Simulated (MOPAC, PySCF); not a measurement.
[5]prismane cage Si10H10 `[SiH]12[SiH]3[SiH]4[SiH]1[SiH]1[SiH]2[SiH]2[SiH]3[SiH]4[SiH]12`, neutral singlet in the gas phase. The geometry has D5h symmetry (within 0.05 Å) and had no frequency check at the DFT level, so a distortion to lower symmetry isn't ruled out.

Cartesian coordinates (Å):
SMILES: [SiH]12[SiH]3[SiH]4[SiH]1[SiH]1[SiH]4[SiH]4[SiH]1[SiH]2[SiH]34
```xyz
20

Si     0.6295     1.9309     1.1973
Si    -1.6402     1.1942     1.2009
Si    -1.6435     1.1930    -1.1975
Si     0.6261     1.9296    -1.2009
Si     2.0281    -0.0012    -1.2020
Si     2.0314     0.0000     1.1964
Si     0.6283    -1.9300     1.1992
Si    -1.6409    -1.1920     1.2020
Si    -1.6442    -1.1933    -1.1963
Si     0.6250    -1.9313    -1.1991
H      1.0139     3.1099     2.0325
H     -2.6413     1.9234     2.0382
H     -2.6470     1.9213    -2.0328
H      1.0083     3.1078    -2.0383
H      3.2662    -0.0020    -2.0400
H      3.2718     0.0001     2.0310
H      1.0121    -3.1084     2.0355
H     -2.6425    -1.9198     2.0401
H     -2.6481    -1.9218    -2.0309
H      1.0065    -3.1105    -2.0353
```
Charge 0, multiplicity 1.

All levels are single points at this geometry (B3LYP-D3(BJ)/def2-SVP); Pople sets use spherical d functions. Orbital energies aren't observables, and empty levels follow the basis.

| level | HOMO (eV) | LUMO (eV) | gap (eV) | dipole (D) | vertical IE, Delta-SCF (eV) |
|---|---|---|---|---|---|
| CAM-B3LYP-D3(BJ)/def2-SVP in PySCF | -7.80 | -0.74 | 7.06 | 0.00 | – |
| PBE-D3(BJ)/def2-SVP in PySCF | -5.90 | -2.62 | 3.29 | 0.00 | – |
| B3LYP/6-31G* in PySCF | -6.46 | -1.71 | 4.75 | 0.00 | 7.95 |
| PBE/6-31G* in PySCF | -5.84 | -2.34 | 3.50 | 0.00 | – |
| HF/6-31G* in PySCF | -8.62 | 1.22 | 9.84 | 0.00 | 8.16 |
| PM3 in MOPAC | -8.85 | -2.71 | 6.14 | 0.00 | – |
